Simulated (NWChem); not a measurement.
Species: CaHSCl; SMILES [Ca]([Cl])[SH]

```xyz
4

Ca     0.5040     0.0167     0.0243
Cl    -0.3049    -2.2939    -0.0084
S      0.4040     2.5921    -0.0338
H     -0.9457     2.6776    -0.0136
```
Atoms are numbered in this order, from 1.

Computed with NWChem. Coordinates come from a PBE0/def2-SVP optimisation. Static field.

For level PBE/def2-SVPD:

| Property | Result |
|---|---|
| isotropic polarisability (bohr³) | 72.9 |
| anisotropy (bohr³) | 37.4 |

**Question.** How do the values read with level B3LYP/def2-SVPD instead?

**Answer.** 
- isotropic polarisability (bohr³) = 69.4
- anisotropy (bohr³) = 31.8
